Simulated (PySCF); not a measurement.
Polarisability and C₆ of Os²⁺ (osmium, charge +2)

[Xe] 4f14 5d6, high-spin 5D determinant. Calculation: PySCF 2.14, in ANO-RCC-VTZP (8s7p5d3f2g1h, 104 functions); the spin-free X2C one-electron Hamiltonian (Gaussian nucleus). Coupled (time-dependent) response in atomic units; α is the mean over directions. The basis has no added diffuse functions, which lowers α and C₆.

```json
{"method": "PBE", "mean α (bohr³)": "10.21", "α xx, yy, zz": "10.45, 10.45, 9.742", "C₆ (like pair)": "61.22", "S(−4)": "44.36"}
```

S(−4) is the Cauchy moment in α(ω) = α(0) + S(−4) ω² + …

Spin-orbit coupling is absent.

α(iu) at PBE:

```
u (hartree)  α(iu) (bohr³)
          0          10.21
     0.0500          10.10
      0.100          9.800
      0.200          8.840
      0.300          7.793
      0.500          6.169
      0.750          4.926
       1.00          4.108
       1.50          3.002
       2.00          2.266
       3.00          1.399
       5.00         0.6864
```

A single London oscillator, α(iu) = α/(1 + u²/ω²), gives C₆ = (3/4) ω α². Matching the computed C₆ needs ω = 4 × 61.22 / (3 × 10.21²) = 0.783 hartree.

For an ion, C₆ is the dispersion term alone; charge-induced terms of lower order in 1/R come first.

The components differ because the open shell of this determinant is not spherical; for a pure term their mean is the scalar polarisability.

Spin-orbit coupling, absent here, splits the open shell strongly.
